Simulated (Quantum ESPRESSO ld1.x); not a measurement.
Task: These are the eigenvalues of the occupied orbitals of an atom or ion with whole-number occupations (eV). Calculated with ld1.x of Quantum ESPRESSO 7.5: scalar-relativistic Kohn-Sham, LDA (Slater exchange, Perdew-Wang correlation), spin-polarised, spherical densities, point nucleus.

orbital  eigenvalue
1s up      -54684.5
1s down    -54670.0
2s up      -12503.5
2s down    -12483.8
2p up      -11664.2
2p down    -11640.9

Which element is it, and in what charge state? The configuration may be excited. Open shells, if any, are filled with parallel spins first.

Result: Z = 64, gadolinium, charge +55: Gd55+ in [He] 2s2 2p5. The list shows which subshells hold electrons but not how many an open one holds; the 1s level, -2009.6 hartree, gives Z - s = 63.4 by -(Z - s)^2/2, which with screening and relativity narrows Z to a few neighbours, and the depths of the outer levels then fix element, charge and occupations together.
